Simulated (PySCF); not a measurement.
C₆H₁₄N₂.
Structure used (GFN2-xTB), in Å, numbered top down from 1:
```xyz
22
C6H14N2 angstrom
C     -1.865    1.578   -0.363
N     -1.271    0.519    0.425
C     -2.071   -0.694    0.401
N      0.091    0.385    0.131
C      0.907   -0.073    1.238
C      2.294   -0.125    0.606
C      2.020   -0.563   -0.844
C      0.505   -0.398   -1.029
H     -2.043    1.290   -1.410
H     -2.818    1.855    0.086
H     -1.195    2.434   -0.340
H     -3.011   -0.487    0.910
H     -1.552   -1.480    0.948
H     -2.297   -1.050   -0.615
H      0.830    0.634    2.064
H      0.610   -1.072    1.602
H      2.960   -0.810    1.128
H      2.736    0.870    0.620
H      2.314   -1.600   -1.005
H      2.574    0.055   -1.548
H      0.021   -1.387   -1.061
H      0.248    0.140   -1.944
```

NICS is the negative of the GIAO shielding at a point without a nucleus: at the ring centre (0) and 1 Å above and below it (1); zz is the component along the ring normal. Level: GIAO PBE0/pcSseg-1 (PySCF, non-relativistic, gas phase) on the GFN2-xTB geometry, one conformer.

Ring bond lengths (Å), with Mayer bond orders in brackets: N4–C5 1.449 (0.94), C5–C6 1.525 (1.04), C6–C7 1.540 (1.03), C7–C8 1.535 (1.03), C8–N4 1.460 (0.93).

**Question.** Give the NICS values of each ring in ppm.

**Answer.** 
| ring | type | NICS(0) | NICS(1), two faces | NICS(1)zz, two faces | rms pucker (Å) | centre to ring atoms, mean (Å) |
| --- | --- | --- | --- | --- | --- | --- |
| N4–C5–C6–C7–C8 | 5-membered ring with N; formal bonds all single | -9.1 | -4.5 / -4.2 | -4.4 / -3.3 | 0.18 | 1.25 |

**Question.** What can be read from them?

**Answer.** 
- N4–C5–C6–C7–C8: mean NICS(1)zz -3.8 ppm, shielded. C5, C6, C7, C8 have four or more neighbours; no verdict on aromaticity is drawn.

**Question.** What are the shieldings of the ring atoms and their hydrogens in the same run (means over atoms taken as equivalent)?

**Answer.** 
```csv
atoms,environment,σ isotropic (ppm),"principal values of the symmetric part, first atom (ppm)"
N4,hydrazine nitrogen,152.4,"78.1, 129.2, 250.1"
C5 (×2),sp3 carbon bound to nitrogen,140.4,"97.8, 130.4, 168.9"
C6 (×2),ring CH2 carbon,163.0,"144.1, 168.7, 176.0"
H15 (×4),methylene hydrogen,29.09,"24.6, 26.8, 35.0"
H17 (×4),methylene hydrogen,30.02,"25.9, 27.3, 37.7"
```
